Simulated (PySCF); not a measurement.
## Bonding in `FC(F)(F)c1ccsc1`

Compound: C₅H₃F₃S.
Numbering: `[F:1][C:2]([F:3])([F:4])[c:5]1[cH:6][cH:7][s:8][cH:9]1` (hydrogens: H10 on C6; H11 on C7; H12 on C9)

Cartesian coordinates in Å at the GFN2-xTB level; atoms count from 1:
```xyz
12
C5H3F3S angstrom
F     -1.7535   -1.6099    0.6487
C     -1.6358   -0.3971    0.0838
F     -2.4503    0.4254    0.7616
F     -2.1608   -0.5113   -1.1528
C     -0.2238    0.0818    0.0568
C      0.8672   -0.7565   -0.2876
C      2.0452   -0.0862   -0.2591
S      1.8444    1.5628    0.1805
C      0.1544    1.3630    0.3312
H      0.7589   -1.7966   -0.5341
H      3.0257   -0.4624   -0.4703
H     -0.4705    2.1862    0.6153
```

Bond orders from the PBE0/pcSseg-1 density (PySCF). Geometry: GFN2-xTB; no solvent, vibrations or thermal averaging.

Q: Where do the orders between heavy atoms depart from those drawn in the SMILES?

A: The largest departure is 0.319, at C7–S8 (drawn aromatic, 1.181), counting aromatic bonds as 1.5. The bonds drawn aromatic range from 1.18 to 1.58.

Q: Set the Mayer orders of the bonds beside their lengths.

A: 
```
  bond  drawn as  length (Å)  Mayer order
 F1–C2    single       1.343        0.996
 C2–F3    single       1.341        0.993
 C2–F4    single       1.348        1.002
 C2–C5    single       1.491        0.989
 C5–C6  aromatic       1.418        1.220
 C6–C7  aromatic       1.356        1.580
 C7–S8  aromatic       1.718        1.181
 S8–C9  aromatic       1.708        1.204
 C9–C5  aromatic       1.364        1.539
C6–H10    single       1.074        0.977
C7–H11    single       1.071        0.951
C9–H12    single       1.072        0.965
```

By pair of heavy elements: C–F: all 3 within 0.02 of one another (0.993 to 1.002). C–C: lowest C2–C5 (0.989, 1.491 Å), highest C6–C7 (1.580, 1.356 Å). C–S: lowest C7–S8 (1.181, 1.718 Å), highest S8–C9 (1.204, 1.708 Å).

Q: Sum the orders of all bonds at each heavy atom with more than one neighbour and set the sums beside the valence in the SMILES.

A: C2 3.980 (drawn 4), C5 3.748 (drawn 4), C6 3.777 (drawn 4), C7 3.712 (drawn 4), S8 2.385 (drawn 2), C9 3.708 (drawn 4). Orders between atoms that aren't bonded are not in these sums.

For a closed shell the Mayer order of atoms A and B is Σ (PS)μν (PS)νμ over the basis functions μ on A and ν on B, with P the density and S the overlap matrix.

The run behind these numbers computed NMR shieldings as well. Hardware: an Arm Neoverse V2 with one thread, on a shared host. Cost: 23 s.
